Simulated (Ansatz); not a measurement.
Relaxation of Si5H3⁺ with RKS PBE-D4/def2-SVP.

```sh
$ ansatz run in.yaml --threads 4 --pin off --events-out ev --progress --plain --max-ram 4787MiB
```

```yaml
crystal:
  periodic: [false, false, false]
  atoms:
    - {symbol: Si, position_ang: [-1.452030, 0.844950, -2.962510]}
    - {symbol: Si, position_ang: [0.799980, 0.448770, 0.834520]}
    - {symbol: Si, position_ang: [1.648660, 2.245650, 1.935360]}
    - {symbol: Si, position_ang: [0.113610, -1.741350, 0.427800]}
    - {symbol: Si, position_ang: [-0.471090, -0.129170, -1.157570]}
    - {symbol: H, position_ang: [-2.571470, -0.131620, -3.206380]}
    - {symbol: H, position_ang: [1.743440, 1.658820, 3.319590]}
    - {symbol: H, position_ang: [0.188910, -3.196050, 0.809190]}
basis:
  gaussian: {orbitals: def2-SVP}
total_charge: 1
hamiltonian: {xc: pbe, dispersion: d4}
scf: {lower_state_search: "off"}
output: {orbitals: {seedname: orbitals}}
relax: {f_tol: 0.02, max_steps: 100}
```

Hardware: 4 threads of Arm Neoverse V2 on a shared host. Wall time 11 s.

Positions (Å) and forces (eV/Å) at steps 1, 2, 3, 4, 5, 6, 7, 8, 10, 11, 13, 14 of 14:

```xyz
8
step=1 energy=-39392.4672 eV
Si   -1.452    0.845   -2.963    0.129    0.981   -1.188
Si    0.800    0.449    0.835   -1.406   -1.897   -1.409
Si    1.649    2.246    1.935    0.746    1.445   -0.015
Si    0.114   -1.741    0.428    0.101    1.069   -0.290
Si   -0.471   -0.129   -1.158    0.938   -0.674    2.329
H    -2.571   -0.132   -3.206   -0.379   -0.377    0.281
H     1.743    1.659    3.320   -0.246   -0.396    0.361
H     0.189   -3.196    0.809    0.116   -0.150   -0.069
8
step=2 energy=-39392.9217 eV
Si   -1.353    0.909   -2.994   -0.096    0.032   -0.458
Si    0.720    0.408    0.821   -0.402   -0.709   -0.386
Si    1.689    2.310    1.837    0.311    0.280    0.232
Si    0.107   -1.752    0.442   -0.081    0.583   -0.104
Si   -0.489   -0.136   -1.062    0.304   -0.364    0.711
H    -2.514   -0.109   -3.022   -0.043    0.094    0.123
H     1.612    1.594    3.203   -0.116    0.037   -0.013
H     0.228   -3.223    0.776    0.122    0.047   -0.105
8
step=3 energy=-39393.0190 eV
Si   -1.307    0.848   -3.089   -0.175   -0.391    0.062
Si    0.691    0.381    0.819    0.147    0.233    0.284
Si    1.781    2.300    1.850    0.035   -0.252    0.188
Si    0.071   -1.728    0.455    0.042   -0.234    0.045
Si   -0.495   -0.159   -1.037   -0.207    0.088   -0.356
H    -2.575   -0.064   -2.952    0.199    0.277    0.053
H     1.542    1.626    3.238   -0.076    0.134   -0.208
H     0.292   -3.204    0.715    0.036    0.145   -0.069
8
step=4 energy=-39393.1252 eV
Si   -1.273    0.675   -3.182   -0.104   -0.259    0.135
Si    0.681    0.415    0.833    0.135    0.153    0.212
Si    1.918    2.212    1.893   -0.057   -0.254    0.101
Si    0.072   -1.697    0.457    0.039   -0.025   -0.083
Si   -0.495   -0.129   -1.044   -0.179    0.001   -0.230
H    -2.653    0.025   -2.852    0.175    0.171    0.041
H     1.401    1.671    3.257   -0.037    0.099   -0.159
H     0.350   -3.171    0.638    0.029    0.114   -0.017
8
step=5 energy=-39393.2107 eV
Si   -1.246    0.487   -3.246   -0.229   -0.154    0.202
Si    0.669    0.436    0.835    0.016   -0.033    0.064
Si    2.036    2.068    1.933   -0.110   -0.161    0.156
Si    0.085   -1.673    0.410    0.051    0.122    0.001
Si   -0.532   -0.095   -1.049    0.060   -0.018   -0.090
H    -2.678    0.160   -2.717    0.177    0.103   -0.097
H     1.235    1.743    3.230    0.044    0.078   -0.193
H     0.431   -3.127    0.604   -0.009    0.063   -0.044
8
step=6 energy=-39393.2203 eV
Si   -1.292    0.398   -3.266   -0.140   -0.063    0.168
Si    0.713    0.403    0.816    0.099    0.462    0.105
Si    2.096    1.942    1.982   -0.111   -0.010    0.190
Si    0.155   -1.670    0.417   -0.161   -0.311   -0.394
Si   -0.507   -0.089   -1.069    0.097   -0.360    0.215
H    -2.737    0.330   -2.687    0.197    0.014   -0.030
H     1.066    1.813    3.149    0.122    0.022   -0.181
H     0.505   -3.127    0.657   -0.102    0.246   -0.073
8
step=7 energy=-39393.2523 eV
Si   -1.313    0.217   -3.246   -0.015    0.021   -0.037
Si    0.757    0.452    0.805   -0.105   -0.134   -0.023
Si    2.098    1.977    2.047    0.061   -0.014   -0.018
Si    0.207   -1.652    0.358    0.032    0.072    0.023
Si   -0.466   -0.100   -1.067    0.056    0.121   -0.012
H    -2.693    0.400   -2.579   -0.022   -0.013    0.012
H     1.013    1.832    3.138   -0.043   -0.004   -0.011
H     0.397   -3.125    0.544    0.036   -0.049    0.066
8
step=8 energy=-39393.2417 eV rejected
Si   -1.337    0.398   -3.231    0.020   -0.034   -0.129
Si    0.725    0.429    0.831    0.254    0.131   -0.053
Si    2.185    1.812    2.106   -0.253   -0.101   -0.048
Si    0.230   -1.662    0.310   -0.035   -0.003   -0.008
Si   -0.423   -0.071   -1.090   -0.087   -0.087    0.111
H    -2.729    0.285   -2.568    0.035    0.031    0.077
H     0.912    1.915    2.987    0.080    0.068    0.101
H     0.437   -3.107    0.656   -0.014   -0.004   -0.051
8
step=10 energy=-39393.2651 eV
Si   -1.361    0.258   -3.264    0.015   -0.004    0.028
Si    0.773    0.437    0.786   -0.026    0.008   -0.022
Si    2.145    1.842    2.130   -0.006   -0.024   -0.028
Si    0.260   -1.661    0.298    0.004    0.027   -0.015
Si   -0.425   -0.090   -1.106    0.018    0.015    0.029
H    -2.702    0.397   -2.504    0.007   -0.004    0.007
H     0.902    1.935    3.046   -0.011   -0.006   -0.004
H     0.407   -3.118    0.614   -0.002   -0.011    0.005
8
step=11 energy=-39393.2653 eV
Si   -1.357    0.260   -3.263   -0.004   -0.007    0.050
Si    0.768    0.443    0.785    0.015    0.005   -0.020
Si    2.150    1.830    2.131   -0.052   -0.024    0.001
Si    0.264   -1.655    0.291   -0.001    0.000    0.003
Si   -0.426   -0.082   -1.106    0.023    0.007   -0.014
H    -2.685    0.389   -2.476   -0.006    0.004   -0.020
H     0.885    1.927    3.022    0.026    0.012    0.001
H     0.401   -3.113    0.615   -0.001    0.003    0.000
8
step=13 energy=-39393.2657 eV rejected
Si   -1.365    0.239   -3.262    0.000    0.002   -0.010
Si    0.766    0.449    0.779   -0.003    0.017    0.001
Si    2.146    1.817    2.139    0.013    0.005   -0.005
Si    0.264   -1.650    0.292    0.002    0.023   -0.019
Si   -0.413   -0.082   -1.116    0.000    0.011    0.004
H    -2.687    0.399   -2.473   -0.003   -0.003    0.001
H     0.887    1.934    3.030   -0.008   -0.004    0.009
H     0.402   -3.105    0.610   -0.001   -0.051    0.020
8
step=14 energy=-39393.2659 eV
Si   -1.363    0.248   -3.261   -0.002   -0.002    0.000
Si    0.769    0.446    0.780   -0.003    0.004    0.000
Si    2.147    1.821    2.137   -0.002    0.000    0.003
Si    0.269   -1.653    0.288    0.001    0.002   -0.001
Si   -0.417   -0.081   -1.112    0.001    0.003    0.000
H    -2.691    0.393   -2.479    0.002    0.000   -0.001
H     0.888    1.934    3.031    0.004   -0.002   -0.003
H     0.399   -3.110    0.616    0.000   -0.005    0.002
```

The restricted singlet is unstable towards broken spin symmetry in Hartree–Fock (as tested in another run); at PBE-D4/def2-SVP this wasn't settled. Another isomer (singlet) lies 2.08 eV lower at PBE0-D4/def2-TZVP; other spin states weren't run for this one.
